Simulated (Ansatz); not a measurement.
Geometry optimisation, Ansatz 0.2.0, RKS PBE0/STO-3G.

Input:

```yaml
crystal:
  periodic: [false, false, false]
  atoms:
    - { symbol: Cl, position_ang: [-2.8947, -0.2809, 0.0156] }
    - { symbol: Si, position_ang: [-1.144, 0.5708, 0.5096] }
    - { symbol: C, position_ang: [0.0941, -0.764, 0.9816] }
    - { symbol: O, position_ang: [1.2813, -0.8591, 0.0188] }
    - { symbol: Si, position_ang: [1.043, 0.1857, -1.3015] }
    - { symbol: O, position_ang: [-0.3869, 1.0612, -0.9356] }
    - { symbol: H, position_ang: [-1.2465, 1.7034, 1.4709] }
    - { symbol: H, position_ang: [-0.3145, -1.7301, 1.0621] }
    - { symbol: H, position_ang: [0.5794, -0.508, 2.0073] }
    - { symbol: H, position_ang: [2.1858, 1.1336, -1.2888] }
    - { symbol: H, position_ang: [0.8683, -0.5695, -2.5194] }
basis:
  gaussian: { orbitals: STO-3G }
hamiltonian:
  xc: pbe0
relax:
  f_tol: 0.02
  max_steps: 40
scf:
  lower_state_search: "off"
```

Launched with:

```bash
$ ansatz run input.yaml --threads 1 --pin off --max-ram 2048MiB --backend cpu --events-out ev --progress --plain --runs-dir out
```

Problem. Where does it end, and by what steps?

Solution. The forces met the threshold. Limits of this set-up: minimal basis. After 14 steps the energy has fallen by 0.608 eV; H10 moved furthest, 0.42 Å.

| step | energy less start (eV) | largest force component (eV/Å) | accepted |
| --- | --- | --- | --- |
| 0 | 0.0000 | 3.985 | yes |
| 1 | -0.5035 | 0.868 | yes |
| 2 | -0.5582 | 0.377 | yes |
| 3 | -0.5695 | 0.250 | yes |
| 4 | -0.5667 | 0.252 | no |
| 5 | -0.5778 | 0.057 | yes |
| 6 | -0.5811 | 0.068 | yes |
| 7 | -0.5857 | 0.161 | yes |
| 8 | -0.5917 | 0.164 | yes |
| 9 | -0.5865 | 0.694 | no |
| 10 | -0.6020 | 0.109 | yes |
| 11 | -0.6062 | 0.175 | yes |
| 12 | -0.6079 | 0.036 | yes |
| 13 | -0.6079 | 0.028 | yes |
| 14 | -0.6080 | 0.002 | yes |

```xyz
11
Properties=species:S:1:pos:R:3
Cl -2.861 -0.282 -0.128
Si -1.050 0.609 0.496
C 0.186 -0.751 1.007
O 1.426 -0.584 0.245
Si 1.039 0.225 -1.232
O -0.235 1.290 -0.809
H -1.418 1.616 1.468
H -0.259 -1.753 0.834
H 0.437 -0.695 2.082
H 2.197 0.966 -1.678
H 0.602 -0.697 -2.266
```

The run took 15 s on 1 thread of AMD EPYC 9R45 96-Core Processor (Zen 5), on a shared host, peak memory 0.16 GiB.
